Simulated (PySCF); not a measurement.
PySCF input (TPSSh/def2-TZVPD):

```python
from pyscf import gto, scf, dft

mol = gto.M(
    atom='''
    Pb   -0.00119146    0.00638157    0.63746618
    Cl    0.89090641    1.01631851   -1.54608692
    Cl   -0.88515935   -1.04710020   -1.52874995
    ''',
    basis='def2-tzvpd',
    ecp='def2-tzvp',
    charge=1,
    spin=1,
    verbose=4,
)

mf = dft.UKS(mol, xc='tpssh').density_fit(auxbasis='def2-universal-jkfit')
mf.grids.level = 3
mf.conv_tol = 1e-9
mf.max_cycle = 100
mf.max_memory = 1500
mf.kernel()
if not mf.converged:
    mf = mf.newton()
    mf.kernel(mf.make_rdm1())
for _ in range(2):
    mo, _, stable, _ = mf.stability(return_status=True)
    if stable:
        break
    mf.kernel(mf.make_rdm1(mo, mf.mo_occ))
mf.analyze()
```

Output:

```
ECP def2-tzvp not found for  Cl
PySCF version 2.14.0

[INPUT] verbose = 4
[INPUT] num. atoms = 3
[INPUT] num. electrons = 55
[INPUT] charge = 1
[INPUT] spin (= nelec alpha-beta = 2S) = 1
[INPUT] symmetry False subgroup None
[INPUT] Mole.unit = angstrom
[INPUT] Symbol           X                Y                Z      unit          X                Y                Z       unit  Magmom
[INPUT]  1 Pb    -0.001191460000   0.006381570000   0.637466180000 AA   -0.002251533088   0.012059419545   1.204636493873 Bohr   0.0
[INPUT]  2 Cl     0.890906410000   1.016318510000  -1.546086920000 AA    1.683569117519   1.920563639226  -2.921680843572 Bohr   0.0
[INPUT]  3 Cl    -0.885159350000  -1.047100200000  -1.528749950000 AA   -1.672708748098  -1.978732602977  -2.888918718443 Bohr   0.0

nuclear repulsion = 210.436860578803
number of shells = 50
number of NR pGTOs = 241
number of NR cGTOs = 148
basis = def2-tzvpd
ecp = def2-tzvp

******** <class 'pyscf.df.df_jk.DFUKS'> ********
method = DFUKS
initial guess = minao
damping factor = 0
level_shift factor = 0
DIIS = <class 'pyscf.scf.diis.CDIIS'>
diis_start_cycle = 1
diis_space = 8
diis_damp = 0
SCF conv_tol = 1e-09
SCF conv_tol_grad = None
SCF max_cycles = 100
direct_scf = False
number electrons alpha = 28  beta = 27
XC library pyscf.dft.libxc version 7.1.2
    S. Lehtola, C. Steigemann, M. J. T. Oliveira, and M. A. L. Marques,  SoftwareX 7, 1–5 (2018)
XC functionals = tpssh
    V. N. Staroverov, G. E. Scuseria, J. Tao, and J. P. Perdew,  J. Chem. Phys. 119, 12129 (2003)
radial grids:
    Treutler-Ahlrichs [JCP 102, 346 (1995); DOI:10.1063/1.469408] (M4) radial grids

becke partition: Becke, JCP 88, 2547 (1988); DOI:10.1063/1.454033
pruning grids: <function nwchem_prune>
grids dens level: 3
symmetrized grids: False
atomic radii adjust function: <function treutler_atomic_radii_adjust>
small_rho_cutoff = 0
Set gradient conv threshold to 3.16228e-05
tot grids = 60992
******** <class 'pyscf.df.df.DF'> ********
auxbasis = def2-universal-jkfit
init E= -1081.39491762592
  alpha nocc = 28  HOMO = -0.580418255487426  LUMO = -0.554349094152743
  beta  nocc = 27  HOMO = -0.598270365556267  LUMO = -0.580418255487425

WARN: HOMO -0.580418255487426 >= LUMO -0.580418255487425

cycle= 1 E= -1110.9991010677  delta_E= -29.6  |g|= 1.91  |ddm|= 7.72
[...]
  beta  nocc = 27  HOMO = -0.492770191629158  LUMO = -0.405730645648321
  HOMO = -0.488678519827  LUMO = -0.405730645648  gap/eV = 2.25713
Extra cycle  E= -1113.03801299492  delta_E= -9.09e-13  |g|= 3.4e-06  |ddm|= 6e-06
converged SCF energy = -1113.03801299492  <S^2> = 0.75488984  2S+1 = 2.0048839
uhf_internal: lowest eigs of H = [0.08857929 0.14948734 0.16403898]
<class 'pyscf.df.df_jk.DFUKS'> wavefunction is stable in the internal stability analysis
**** SCF Summaries ****
Total Energy =                       -1113.038012994919654
Nuclear Repulsion Energy =             210.436860578803362
One-electron Energy =                -2015.015845965197968
Two-electron Energy =                  691.540972391474952
Two-electron Coulomb Energy =          763.805028001277719
DFT Exchange-Correlation Energy =      -72.264055609802710
HOMO-LUMO gap [eV] =                     2.257126623802659
**** MO energy ****
                             alpha | beta                alpha | beta
MO #1   energy= -101.593899417615  | -101.589626231721  occ= 1 | 1
MO #2   energy= -101.593893494013  | -101.589620681125  occ= 1 | 1
MO #3   energy= -9.59266848682777  | -9.58918453112417  occ= 1 | 1
MO #4   energy= -9.59265758585476  | -9.58917853946881  occ= 1 | 1
MO #5   energy= -7.34259095705     | -7.33208102460233  occ= 1 | 1
MO #6   energy= -7.34258330190666  | -7.33207498623773  occ= 1 | 1
MO #7   energy= -7.33382055483197  | -7.33005069447829  occ= 1 | 1
MO #8   energy= -7.3338110086184   | -7.33004149881167  occ= 1 | 1
MO #9   energy= -7.33051050813635  | -7.32829173090056  occ= 1 | 1
MO #10  energy= -7.33050872729202  | -7.32829068709178  occ= 1 | 1
MO #11  energy= -5.70798152073124  | -5.70802959625985  occ= 1 | 1
MO #12  energy= -3.55956527938274  | -3.55958086898147  occ= 1 | 1
MO #13  energy= -3.55486556735748  | -3.55488117677398  occ= 1 | 1
MO #14  energy= -3.55134229440399  | -3.55139723457523  occ= 1 | 1
MO #15  energy= -1.09378692537163  | -1.09294163911564  occ= 1 | 1
MO #16  energy= -1.08930557810713  | -1.08941946595738  occ= 1 | 1
MO #17  energy= -1.08911387891862  | -1.08826905683377  occ= 1 | 1
MO #18  energy= -1.08645916525231  | -1.08663644020598  occ= 1 | 1
MO #19  energy= -1.08500617242177  | -1.08474845430044  occ= 1 | 1
MO #20  energy= -1.01554642058809  | -0.991846605195125 occ= 1 | 1
MO #21  energy= -0.975226578970492 | -0.949179343170896 occ= 1 | 1
MO #22  energy= -0.725582363449647 | -0.722425703137262 occ= 1 | 1
MO #23  energy= -0.588729105953724 | -0.54197016750516  occ= 1 | 1
MO #24  energy= -0.536571079985644 | -0.529441218329685 occ= 1 | 1
MO #25  energy= -0.532823390765411 | -0.525540474848944 occ= 1 | 1
MO #26  energy= -0.525194644225245 | -0.514825647052277 occ= 1 | 1
MO #27  energy= -0.500551855771029 | -0.492770191629158 occ= 1 | 1
MO #28  energy= -0.488678519826567 | -0.405730645648321 occ= 1 | 0
MO #29  energy= -0.328958111434554 | -0.328963989659938 occ= 0 | 0
MO #30  energy= -0.289117456529068 | -0.287723015989613 occ= 0 | 0
MO #31  energy= -0.247320318488964 | -0.244128015909831 occ= 0 | 0
MO #32  energy= -0.142081544111371 | -0.141001250261932 occ= 0 | 0
MO #33  energy= -0.0921764913320423 | -0.089531106560347 occ= 0 | 0
MO #34  energy= -0.0859820011482683 | -0.0854615023128468 occ= 0 | 0
MO #35  energy= -0.0851597029421169 | -0.0834558095358327 occ= 0 | 0
MO #36  energy= -0.0839210075051566 | -0.0806936754842618 occ= 0 | 0
MO #37  energy= -0.0761241281690286 | -0.074666085728335 occ= 0 | 0
MO #38  energy= -0.0726775552851754 | -0.0715124843208209 occ= 0 | 0
MO #39  energy= -0.0707829021251016 | -0.0703282870741621 occ= 0 | 0
MO #40  energy= -0.0665950771333867 | -0.065182638475137 occ= 0 | 0
MO #41  energy= -0.048329701005622 | -0.0424275916493795 occ= 0 | 0
MO #42  energy= -0.0267925065287521 | -0.0247616551955195 occ= 0 | 0
MO #43  energy= -0.0254654112306505 | -0.0241865354180781 occ= 0 | 0
MO #44  energy= -0.0231600161195742 | -0.0223059068612244 occ= 0 | 0
MO #45  energy= -0.0203051440003044 | -0.0140914362886919 occ= 0 | 0
MO #46  energy= -0.00896287606565627 | -0.00573899390679547 occ= 0 | 0
MO #47  energy= 0.0125105481344002 | 0.0159551712360718 occ= 0 | 0
MO #48  energy= 0.026201464250932  | 0.0321094436483237 occ= 0 | 0
MO #49  energy= 0.04612193740308   | 0.0478615744545467 occ= 0 | 0
MO #50  energy= 0.0471743213340635 | 0.0491269341060445 occ= 0 | 0
MO #51  energy= 0.048251465616919  | 0.0519532481417203 occ= 0 | 0
MO #52  energy= 0.0620213896608577 | 0.0668114800764893 occ= 0 | 0
MO #53  energy= 0.0641921452639834 | 0.0777351531099238 occ= 0 | 0
MO #54  energy= 0.0901757330103213 | 0.0953847377551222 occ= 0 | 0
MO #55  energy= 0.103271238256763  | 0.1053716391278    occ= 0 | 0
MO #56  energy= 0.104271016442361  | 0.113417049217297  occ= 0 | 0
MO #57  energy= 0.120086853503531  | 0.131973247736253  occ= 0 | 0
MO #58  energy= 0.129378863915237  | 0.135059330473872  occ= 0 | 0
MO #59  energy= 0.133757350715545  | 0.138909165540821  occ= 0 | 0
MO #60  energy= 0.139807286782274  | 0.141868461415227  occ= 0 | 0
MO #61  energy= 0.160085262614139  | 0.162658334666767  occ= 0 | 0
MO #62  energy= 0.162081726610781  | 0.16306200699653   occ= 0 | 0
MO #63  energy= 0.185053639813058  | 0.188604456010871  occ= 0 | 0
MO #64  energy= 0.229582409853289  | 0.230073385352358  occ= 0 | 0
MO #65  energy= 0.288530998371429  | 0.291092088586421  occ= 0 | 0
MO #66  energy= 0.298748148082881  | 0.313616836484854  occ= 0 | 0
MO #67  energy= 0.336139793998724  | 0.339142327346979  occ= 0 | 0
MO #68  energy= 0.348109155769047  | 0.352634964803137  occ= 0 | 0
MO #69  energy= 0.355664579719946  | 0.360956660768694  occ= 0 | 0
MO #70  energy= 0.387729255574076  | 0.398758563821376  occ= 0 | 0
MO #71  energy= 0.393741905573442  | 0.4016597720452    occ= 0 | 0
MO #72  energy= 0.396248116226607  | 0.409957880504805  occ= 0 | 0
MO #73  energy= 0.412164864373213  | 0.416718751146751  occ= 0 | 0
MO #74  energy= 0.414102529607284  | 0.418126841242142  occ= 0 | 0
MO #75  energy= 0.416681445979359  | 0.427579858347146  occ= 0 | 0
MO #76  energy= 0.417068976822733  | 0.430543414787808  occ= 0 | 0
MO #77  energy= 0.422832652284893  | 0.434637749442342  occ= 0 | 0
MO #78  energy= 0.428410389427358  | 0.439854252099269  occ= 0 | 0
MO #79  energy= 0.429011405925794  | 0.447091171836137  occ= 0 | 0
MO #80  energy= 0.479607098305203  | 0.480390446247292  occ= 0 | 0
MO #81  energy= 0.51690994896086   | 0.522989997692963  occ= 0 | 0
MO #82  energy= 0.523537558516974  | 0.529458197949512  occ= 0 | 0
MO #83  energy= 0.532249496548305  | 0.533233431849344  occ= 0 | 0
MO #84  energy= 0.54602346538208   | 0.552466144646062  occ= 0 | 0
MO #85  energy= 0.553187949179884  | 0.557099941859158  occ= 0 | 0
MO #86  energy= 0.567761852273228  | 0.569156705611918  occ= 0 | 0
MO #87  energy= 0.582265595108044  | 0.589814267944758  occ= 0 | 0
MO #88  energy= 0.625099741471242  | 0.636364640709793  occ= 0 | 0
MO #89  energy= 0.667001195354115  | 0.675867695082028  occ= 0 | 0
MO #90  energy= 0.721483843157326  | 0.730294484434479  occ= 0 | 0
MO #91  energy= 0.802409098795755  | 0.803016063727112  occ= 0 | 0
MO #92  energy= 0.817258559250903  | 0.816988290238447  occ= 0 | 0
MO #93  energy= 0.821593255422602  | 0.823148225436662  occ= 0 | 0
MO #94  energy= 0.825899394777726  | 0.8257472450605    occ= 0 | 0
MO #95  energy= 0.831203090342433  | 0.830749875926962  occ= 0 | 0
MO #96  energy= 1.01813478696434   | 1.02666824583299   occ= 0 | 0
MO #97  energy= 1.08309256017024   | 1.09091067079394   occ= 0 | 0
MO #98  energy= 1.57658918038338   | 1.59309399711797   occ= 0 | 0
MO #99  energy= 1.62186268552275   | 1.63818698614348   occ= 0 | 0
MO #100 energy= 1.68387791409373   | 1.6942806653573    occ= 0 | 0
MO #101 energy= 1.70637889580344   | 1.71049417942865   occ= 0 | 0
MO #102 energy= 1.72152735505623   | 1.72559825034553   occ= 0 | 0
MO #103 energy= 1.73280410919632   | 1.74485570527939   occ= 0 | 0
MO #104 energy= 1.74500289476123   | 1.75830827407343   occ= 0 | 0
[...]
```
